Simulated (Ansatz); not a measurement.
`Sc1sc(-c2sc(-c3sc(S)c4ccccc34)c3ccccc23)c2ccccc12` was relaxed with PBE-D4 (def2-SVP) in Ansatz in these states: charge +1 doublet, charge -1 doublet, neutral singlet. The geometries follow in no particular order.

Single mean-field runs in def2-SVP are fitted with def2-universal-jkfit.

A:

| atom | x (Å) | y (Å) | z (Å) |
| --- | --- | --- | --- |
| S1 | -6.659 | 0.586 | 2.126 |
| C2 | -5.152 | 0.812 | 1.269 |
| S3 | -3.642 | 0.169 | 1.885 |
| C4 | -2.719 | 0.663 | 0.466 |
| C5 | -1.323 | 0.389 | 0.409 |
| S6 | -0.707 | -1.047 | 1.222 |
| C7 | 0.972 | -0.730 | 0.796 |
| C8 | 1.976 | -1.630 | 1.252 |
| S9 | 1.758 | -2.468 | 2.787 |
| C10 | 3.291 | -3.313 | 2.676 |
| S11 | 3.792 | -4.453 | 3.902 |
| C12 | 3.960 | -2.973 | 1.482 |
| C13 | 5.207 | -3.486 | 1.015 |
| C14 | 5.672 | -3.132 | -0.244 |
| C15 | 4.910 | -2.272 | -1.086 |
| C16 | 3.699 | -1.742 | -0.648 |
| C17 | 3.211 | -2.045 | 0.653 |
| C18 | 1.057 | 0.495 | 0.062 |
| C19 | 2.238 | 1.189 | -0.325 |
| C20 | 2.155 | 2.441 | -0.926 |
| C21 | 0.893 | 3.056 | -1.139 |
| C22 | -0.280 | 2.416 | -0.751 |
| C23 | -0.234 | 1.124 | -0.156 |
| C24 | -3.597 | 1.281 | -0.483 |
| C25 | -3.305 | 1.682 | -1.816 |
| C26 | -4.296 | 2.246 | -2.614 |
| C27 | -5.618 | 2.421 | -2.112 |
| C28 | -5.954 | 1.997 | -0.834 |
| C29 | -4.965 | 1.391 | -0.003 |
| H30 | -6.626 | 1.670 | 2.981 |
| H31 | 3.332 | -5.636 | 3.354 |
| H32 | 5.768 | -4.173 | 1.669 |
| H33 | 6.633 | -3.533 | -0.605 |
| H34 | 5.277 | -2.033 | -2.097 |
| H35 | 3.104 | -1.103 | -1.315 |
| H36 | 3.220 | 0.743 | -0.114 |
| H37 | 3.078 | 2.969 | -1.214 |
| H38 | 0.842 | 4.059 | -1.592 |
| H39 | -1.248 | 2.922 | -0.871 |
| H40 | -2.294 | 1.526 | -2.218 |
| H41 | -4.059 | 2.551 | -3.645 |
| H42 | -6.386 | 2.881 | -2.756 |
| H43 | -6.979 | 2.093 | -0.443 |

B:

| atom | x (Å) | y (Å) | z (Å) |
| --- | --- | --- | --- |
| S1 | 4.2917 | -5.4402 | -1.3499 |
| C2 | 3.6309 | -3.8417 | -1.0268 |
| S3 | 1.9375 | -3.5133 | -1.2013 |
| C4 | 2.0730 | -1.8785 | -0.6212 |
| C5 | 0.9028 | -1.0381 | -0.5337 |
| S6 | -0.5778 | -1.6743 | 0.1186 |
| C7 | -1.4677 | -0.2002 | -0.1216 |
| C8 | -2.8637 | -0.1341 | 0.2372 |
| S9 | -3.9384 | -1.4378 | -0.1768 |
| C10 | -5.3261 | -0.6789 | 0.5331 |
| S11 | -6.9136 | -1.4322 | 0.4506 |
| C12 | -4.9840 | 0.5773 | 1.0726 |
| C13 | -5.8460 | 1.4999 | 1.7383 |
| C14 | -5.3143 | 2.6628 | 2.2643 |
| C15 | -3.9151 | 2.9440 | 2.1646 |
| C16 | -3.0544 | 2.0776 | 1.5128 |
| C17 | -3.5725 | 0.8831 | 0.9260 |
| C18 | -0.6308 | 0.7865 | -0.6994 |
| C19 | -1.0001 | 2.0943 | -1.1394 |
| C20 | -0.0591 | 2.8944 | -1.7629 |
| C21 | 1.2709 | 2.4247 | -1.9933 |
| C22 | 1.6576 | 1.1559 | -1.6003 |
| C23 | 0.7200 | 0.3093 | -0.9338 |
| C24 | 3.4200 | -1.5903 | -0.2829 |
| C25 | 3.9473 | -0.3998 | 0.3042 |
| C26 | 5.3001 | -0.3218 | 0.5879 |
| C27 | 6.1793 | -1.4156 | 0.3111 |
| C28 | 5.7000 | -2.5955 | -0.2271 |
| C29 | 4.3081 | -2.7128 | -0.5245 |
| H30 | 4.5612 | -5.2753 | -2.6843 |
| H31 | -6.9291 | -1.9876 | 1.7037 |
| H32 | -6.9168 | 1.2597 | 1.8204 |
| H33 | -5.9708 | 3.3803 | 2.7797 |
| H34 | -3.5184 | 3.8630 | 2.6222 |
| H35 | -1.9777 | 2.2917 | 1.4543 |
| H36 | -2.0320 | 2.4450 | -0.9982 |
| H37 | -0.3424 | 3.9002 | -2.1081 |
| H38 | 1.9900 | 3.0767 | -2.5118 |
| H39 | 2.6700 | 0.7854 | -1.8131 |
| H40 | 3.2742 | 0.4370 | 0.5388 |
| H41 | 5.7085 | 0.5923 | 1.0452 |
| H42 | 7.2502 | -1.3166 | 0.5470 |
| H43 | 6.3574 | -3.4561 | -0.4223 |

C:

| atom | x (Å) | y (Å) | z (Å) |
| --- | --- | --- | --- |
| S1 | -3.952 | -1.934 | 5.417 |
| C2 | -3.433 | -1.535 | 3.803 |
| S3 | -1.895 | -0.773 | 3.596 |
| C4 | -2.050 | -0.706 | 1.846 |
| C5 | -0.984 | -0.151 | 1.089 |
| S6 | 0.661 | -0.399 | 1.630 |
| C7 | 1.357 | 0.497 | 0.297 |
| C8 | 2.770 | 0.623 | 0.215 |
| S9 | 3.691 | 0.751 | 1.706 |
| C10 | 5.208 | 0.832 | 0.880 |
| S11 | 6.663 | 0.962 | 1.828 |
| C12 | 5.041 | 0.761 | -0.529 |
| C13 | 6.059 | 0.743 | -1.520 |
| C14 | 5.710 | 0.590 | -2.854 |
| C15 | 4.348 | 0.417 | -3.228 |
| C16 | 3.332 | 0.427 | -2.280 |
| C17 | 3.651 | 0.635 | -0.911 |
| C18 | 0.322 | 1.013 | -0.548 |
| C19 | 0.469 | 1.929 | -1.624 |
| C20 | -0.662 | 2.432 | -2.257 |
| C21 | -1.963 | 2.069 | -1.819 |
| C22 | -2.138 | 1.204 | -0.745 |
| C23 | -1.001 | 0.646 | -0.102 |
| C24 | -3.291 | -1.287 | 1.439 |
| C25 | -3.750 | -1.546 | 0.119 |
| C26 | -4.971 | -2.182 | -0.071 |
| C27 | -5.767 | -2.598 | 1.032 |
| C28 | -5.325 | -2.404 | 2.333 |
| C29 | -4.081 | -1.753 | 2.557 |
| H30 | -5.281 | -1.998 | 5.114 |
| H31 | 7.430 | 1.467 | 0.819 |
| H32 | 7.119 | 0.818 | -1.231 |
| H33 | 6.492 | 0.570 | -3.626 |
| H34 | 4.098 | 0.255 | -4.287 |
| H35 | 2.292 | 0.253 | -2.585 |
| H36 | 1.468 | 2.269 | -1.927 |
| H37 | -0.549 | 3.147 | -3.085 |
| H38 | -2.843 | 2.507 | -2.313 |
| H39 | -3.146 | 0.984 | -0.371 |
| H40 | -3.133 | -1.268 | -0.745 |
| H41 | -5.322 | -2.384 | -1.094 |
| H42 | -6.726 | -3.105 | 0.850 |
| H43 | -5.918 | -2.779 | 3.181 |

Task: Judge from the bond lengths which geometry belongs to which state (an estimate).

Result: A is the charge -1 doublet (S9–C10 1.754 Å, C2–S3 1.753 Å, S3–C4 1.763 Å); B is the neutral singlet (S9–C10 1.734 Å, C2–S3 1.734 Å, S3–C4 1.740 Å); C is the charge +1 doublet (S9–C10 1.729 Å, C2–S3 1.729 Å, S3–C4 1.758 Å).
